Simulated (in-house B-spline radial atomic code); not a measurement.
Whole-atom quantities along the 9-electron series, configuration [He] 2s2 2p5. Breit and QED terms are first order and not part of the total energy; the density at the nucleus is averaged over the nuclear charge. Computed with an all-electron radial atomic-structure program (B-spline basis): Dirac-Hartree-Fock, average of the configuration, finite nuclei.

```json
{"ion": "Nd51+", "Z": "60", "E/Z² (Eh)": "-1.8408", "Σ<r²> (bohr²)": "0.069033", "n(0)/Z³ (bohr⁻³)": "1.9358", "Lamb diamagnetic shielding (ppm)": "4240.52", "repulsion over attraction": "0.029983", "Breit energy (eV)": "160.66", "self-energy (eV)": "168.31", "vacuum polarisation (eV)": "-25.165", "Dirac less non-relativistic energy (Eh)": "-293.62"}
{"ion": "Pm52+", "Z": "61", "E/Z² (Eh)": "-1.8458", "Σ<r²> (bohr²)": "0.066422", "n(0)/Z³ (bohr⁻³)": "1.9962", "Lamb diamagnetic shielding (ppm)": "4328.66", "repulsion over attraction": "0.029463", "Breit energy (eV)": "169.4", "self-energy (eV)": "178.58", "vacuum polarisation (eV)": "-27.093", "Dirac less non-relativistic energy (Eh)": "-315.23"}
{"ion": "Sm53+", "Z": "62", "E/Z² (Eh)": "-1.8508", "Σ<r²> (bohr²)": "0.063944", "n(0)/Z³ (bohr⁻³)": "2.0524", "Lamb diamagnetic shielding (ppm)": "4417.72", "repulsion over attraction": "0.02896", "Breit energy (eV)": "178.48", "self-energy (eV)": "189.32", "vacuum polarisation (eV)": "-29.14", "Dirac less non-relativistic energy (Eh)": "-338.07"}
{"ion": "Eu54+", "Z": "63", "E/Z² (Eh)": "-1.8558", "Σ<r²> (bohr²)": "0.061591", "n(0)/Z³ (bohr⁻³)": "2.1199", "Lamb diamagnetic shielding (ppm)": "4507.8", "repulsion over attraction": "0.028471", "Breit energy (eV)": "187.89", "self-energy (eV)": "200.56", "vacuum polarisation (eV)": "-31.323", "Dirac less non-relativistic energy (Eh)": "-362.23"}
{"ion": "Gd55+", "Z": "64", "E/Z² (Eh)": "-1.8609", "Σ<r²> (bohr²)": "0.059353", "n(0)/Z³ (bohr⁻³)": "2.1888", "Lamb diamagnetic shielding (ppm)": "4598.89", "repulsion over attraction": "0.027995", "Breit energy (eV)": "197.65", "self-energy (eV)": "212.32", "vacuum polarisation (eV)": "-33.643", "Dirac less non-relativistic energy (Eh)": "-387.73"}
{"ion": "Tb56+", "Z": "65", "E/Z² (Eh)": "?", "Σ<r²> (bohr²)": "?", "n(0)/Z³ (bohr⁻³)": "?", "Lamb diamagnetic shielding (ppm)": "?", "repulsion over attraction": "?", "Breit energy (eV)": "?", "self-energy (eV)": "?", "vacuum polarisation (eV)": "?", "Dirac less non-relativistic energy (Eh)": "?"}
{"ion": "Dy57+", "Z": "66", "E/Z² (Eh)": "-1.8712", "Σ<r²> (bohr²)": "0.055197", "n(0)/Z³ (bohr⁻³)": "2.3392", "Lamb diamagnetic shielding (ppm)": "4784.3", "repulsion over attraction": "0.027084", "Breit energy (eV)": "218.25", "self-energy (eV)": "237.45", "vacuum polarisation (eV)": "-38.732", "Dirac less non-relativistic energy (Eh)": "-443.03"}
{"ion": "Ho58+", "Z": "67", "E/Z² (Eh)": "-1.8764", "Σ<r²> (bohr²)": "0.053266", "n(0)/Z³ (bohr⁻³)": "2.4265", "Lamb diamagnetic shielding (ppm)": "4878.72", "repulsion over attraction": "0.026646", "Breit energy (eV)": "229.11", "self-energy (eV)": "250.87", "vacuum polarisation (eV)": "-41.523", "Dirac less non-relativistic energy (Eh)": "-472.97"}
{"ion": "Er59+", "Z": "68", "E/Z² (Eh)": "-1.8816", "Σ<r²> (bohr²)": "0.051423", "n(0)/Z³ (bohr⁻³)": "2.5089", "Lamb diamagnetic shielding (ppm)": "4974.28", "repulsion over attraction": "0.026221", "Breit energy (eV)": "240.36", "self-energy (eV)": "264.89", "vacuum polarisation (eV)": "-44.482", "Dirac less non-relativistic energy (Eh)": "-504.48"}
{"ion": "Tm60+", "Z": "69", "E/Z² (Eh)": "?", "Σ<r²> (bohr²)": "?", "n(0)/Z³ (bohr⁻³)": "?", "Lamb diamagnetic shielding (ppm)": "?", "repulsion over attraction": "?", "Breit energy (eV)": "?", "self-energy (eV)": "?", "vacuum polarisation (eV)": "?", "Dirac less non-relativistic energy (Eh)": "?"}
{"ion": "Yb61+", "Z": "70", "E/Z² (Eh)": "-1.8922", "Σ<r²> (bohr²)": "0.047985", "n(0)/Z³ (bohr⁻³)": "2.6913", "Lamb diamagnetic shielding (ppm)": "5169.15", "repulsion over attraction": "0.025401", "Breit energy (eV)": "264.03", "self-energy (eV)": "294.81", "vacuum polarisation (eV)": "-50.963", "Dirac less non-relativistic energy (Eh)": "-572.58"}
{"ion": "Lu62+", "Z": "71", "E/Z² (Eh)": "-1.8976", "Σ<r²> (bohr²)": "0.04638", "n(0)/Z³ (bohr⁻³)": "2.7844", "Lamb diamagnetic shielding (ppm)": "5268.52", "repulsion over attraction": "0.025007", "Breit energy (eV)": "276.48", "self-energy (eV)": "310.77", "vacuum polarisation (eV)": "-54.502", "Dirac less non-relativistic energy (Eh)": "-609.29"}
{"ion": "Hf63+", "Z": "72", "E/Z² (Eh)": "-1.9031", "Σ<r²> (bohr²)": "0.044845", "n(0)/Z³ (bohr⁻³)": "2.8961", "Lamb diamagnetic shielding (ppm)": "5369.32", "repulsion over attraction": "0.024623", "Breit energy (eV)": "289.36", "self-energy (eV)": "327.43", "vacuum polarisation (eV)": "-58.273", "Dirac less non-relativistic energy (Eh)": "-647.94"}
{"ion": "Ta64+", "Z": "73", "E/Z² (Eh)": "-1.9086", "Σ<r²> (bohr²)": "0.043375", "n(0)/Z³ (bohr⁻³)": "3.0091", "Lamb diamagnetic shielding (ppm)": "5471.54", "repulsion over attraction": "0.024247", "Breit energy (eV)": "302.68", "self-energy (eV)": "344.81", "vacuum polarisation (eV)": "-62.271", "Dirac less non-relativistic energy (Eh)": "-688.53"}
{"ion": "W65+", "Z": "74", "E/Z² (Eh)": "?", "Σ<r²> (bohr²)": "?", "n(0)/Z³ (bohr⁻³)": "?", "Lamb diamagnetic shielding (ppm)": "?", "repulsion over attraction": "?", "Breit energy (eV)": "?", "self-energy (eV)": "?", "vacuum polarisation (eV)": "?", "Dirac less non-relativistic energy (Eh)": "?"}
{"ion": "Re66+", "Z": "75", "E/Z² (Eh)": "-1.9198", "Σ<r²> (bohr²)": "0.04062", "n(0)/Z³ (bohr⁻³)": "3.251", "Lamb diamagnetic shielding (ppm)": "5680.46", "repulsion over attraction": "0.023522", "Breit energy (eV)": "330.66", "self-energy (eV)": "381.89", "vacuum polarisation (eV)": "-71.018", "Dirac less non-relativistic energy (Eh)": "-775.94"}
```

Problem. Fill in the row of Tb56+.

Solution. E/Z² (Eh): -1.866; Σ<r²> (bohr²): 0.057224; n(0)/Z³ (bohr⁻³): 2.2774; Lamb diamagnetic shielding (ppm): 4691.1; repulsion over attraction: 0.027533; Breit energy (eV): 207.77; self-energy (eV): 224.61; vacuum polarisation (eV): -36.12; Dirac less non-relativistic energy (Eh): -414.69.

Problem. Fill in the row of Tm60+.

Solution. E/Z² (Eh): -1.8869; Σ<r²> (bohr²): 0.049665; n(0)/Z³ (bohr⁻³): 2.6062; Lamb diamagnetic shielding (ppm): 5071.12; repulsion over attraction: 0.025806; Breit energy (eV): 252; self-energy (eV): 279.53; vacuum polarisation (eV): -47.632; Dirac less non-relativistic energy (Eh): -537.69.

Problem. Fill in the row of W65+.

Solution. E/Z² (Eh): -1.9142; Σ<r²> (bohr²): 0.041968; n(0)/Z³ (bohr⁻³): 3.1258; Lamb diamagnetic shielding (ppm): 5575.22; repulsion over attraction: 0.02388; Breit energy (eV): 316.44; self-energy (eV): 362.95; vacuum polarisation (eV): -66.513; Dirac less non-relativistic energy (Eh): -731.16.

Problem. With what power of Z does the column «Dirac less non-relativistic energy (Eh)» change over this range?

Solution. A fit of the logarithm of its size against log Z from Z = 60 to 75 has slope 4.35. An unscreened hydrogenic electron would give 4 at low Z; screening makes the apparent power larger near the neutral end, and relativity raises it again at high Z.
